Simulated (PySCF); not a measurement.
CH₇NSi₃, SMILES [SiH3][Si@H]1N=C[SiH2]1.

The structure is a stationary point at PBE-D3(BJ)/def2-SVP. The structure was generated by enumeration; whether it is a known compound was not checked.

Calculation: PBE-D3(BJ)/def2-SVP (PySCF).

Frequencies are harmonic and unscaled.

```json
[
 {"mode": "1", "ν (cm⁻¹)": "70", "IR (km/mol)": "0.1", "moving atoms (share of kinetic energy)": "Si 52 %, C 24 %, H 21 %"},
 {"mode": "2", "ν (cm⁻¹)": "91", "IR (km/mol)": "0.3", "moving atoms (share of kinetic energy)": "H 72 %, Si 23 %"},
 {"mode": "3", "ν (cm⁻¹)": "100", "IR (km/mol)": "0.2", "moving atoms (share of kinetic energy)": "H 52 %, Si 35 %"},
 {"mode": "4", "ν (cm⁻¹)": "200", "IR (km/mol)": "14.0", "moving atoms (share of kinetic energy)": "H 44 %, N 41 %, Si 10 %"},
 {"mode": "5", "ν (cm⁻¹)": "343", "IR (km/mol)": "3.1", "moving atoms (share of kinetic energy)": "Si 73 %, H 19 %"},
 {"mode": "6", "ν (cm⁻¹)": "396", "IR (km/mol)": "13.4", "moving atoms (share of kinetic energy)": "H 78 %, Si 13 %"},
 {"mode": "7", "ν (cm⁻¹)": "413", "IR (km/mol)": "5.3", "moving atoms (share of kinetic energy)": "Si 60 %, H 21 %, C 10 %, N 9 %"},
 {"mode": "8", "ν (cm⁻¹)": "454", "IR (km/mol)": "8.4", "moving atoms (share of kinetic energy)": "Si 52 %, H 24 %, N 16 %"},
 {"mode": "9", "ν (cm⁻¹)": "484", "IR (km/mol)": "9.7", "moving atoms (share of kinetic energy)": "H 76 %, Si 23 %"},
 {"mode": "10", "ν (cm⁻¹)": "524", "IR (km/mol)": "9.4", "moving atoms (share of kinetic energy)": "H 54 %, Si 36 %"},
 {"mode": "11", "ν (cm⁻¹)": "554", "IR (km/mol)": "8.7", "moving atoms (share of kinetic energy)": "H 87 %"},
 {"mode": "12", "ν (cm⁻¹)": "591", "IR (km/mol)": "27.9", "moving atoms (share of kinetic energy)": "H 75 %, C 15 %, Si 9 %"},
 {"mode": "13", "ν (cm⁻¹)": "644", "IR (km/mol)": "15.3", "moving atoms (share of kinetic energy)": "H 46 %, N 25 %, Si 24 %"},
 {"mode": "14", "ν (cm⁻¹)": "676", "IR (km/mol)": "101.9", "moving atoms (share of kinetic energy)": "H 56 %, N 24 %, Si 11 %, C 9 %"},
 {"mode": "15", "ν (cm⁻¹)": "727", "IR (km/mol)": "47.9", "moving atoms (share of kinetic energy)": "H 54 %, N 19 %, Si 14 %, C 13 %"},
 {"mode": "16", "ν (cm⁻¹)": "744", "IR (km/mol)": "109.2", "moving atoms (share of kinetic energy)": "H 52 %, Si 24 %, C 20 %"},
 {"mode": "17", "ν (cm⁻¹)": "824", "IR (km/mol)": "220.5", "moving atoms (share of kinetic energy)": "H 87 %, Si 10 %"},
 {"mode": "18", "ν (cm⁻¹)": "872", "IR (km/mol)": "18.5", "moving atoms (share of kinetic energy)": "H 75 %, C 22 %"},
 {"mode": "19", "ν (cm⁻¹)": "896", "IR (km/mol)": "77.7", "moving atoms (share of kinetic energy)": "H 92 %"},
 {"mode": "20", "ν (cm⁻¹)": "897", "IR (km/mol)": "19.7", "moving atoms (share of kinetic energy)": "H 97 %"},
 {"mode": "21", "ν (cm⁻¹)": "901", "IR (km/mol)": "36.3", "moving atoms (share of kinetic energy)": "H 97 %"},
 {"mode": "22", "ν (cm⁻¹)": "1243", "IR (km/mol)": "7.9", "moving atoms (share of kinetic energy)": "H 81 %, C 12 %"},
 {"mode": "23", "ν (cm⁻¹)": "1539", "IR (km/mol)": "38.7", "moving atoms (share of kinetic energy)": "C 53 %, N 46 %"},
 {"mode": "24", "ν (cm⁻¹)": "2121", "IR (km/mol)": "113.8", "moving atoms (share of kinetic energy)": "H 98 %"},
 {"mode": "25", "ν (cm⁻¹)": "2137", "IR (km/mol)": "17.2", "moving atoms (share of kinetic energy)": "H 96 %"},
 {"mode": "26", "ν (cm⁻¹)": "2143", "IR (km/mol)": "135.2", "moving atoms (share of kinetic energy)": "H 96 %"},
 {"mode": "27", "ν (cm⁻¹)": "2149", "IR (km/mol)": "54.5", "moving atoms (share of kinetic energy)": "H 99 %"},
 {"mode": "28", "ν (cm⁻¹)": "2165", "IR (km/mol)": "73.5", "moving atoms (share of kinetic energy)": "H 96 %"},
 {"mode": "29", "ν (cm⁻¹)": "2170", "IR (km/mol)": "87.2", "moving atoms (share of kinetic energy)": "H 96 %"},
 {"mode": "30", "ν (cm⁻¹)": "2937", "IR (km/mol)": "68.2", "moving atoms (share of kinetic energy)": "H 92 %, C 8 %"}
]
```
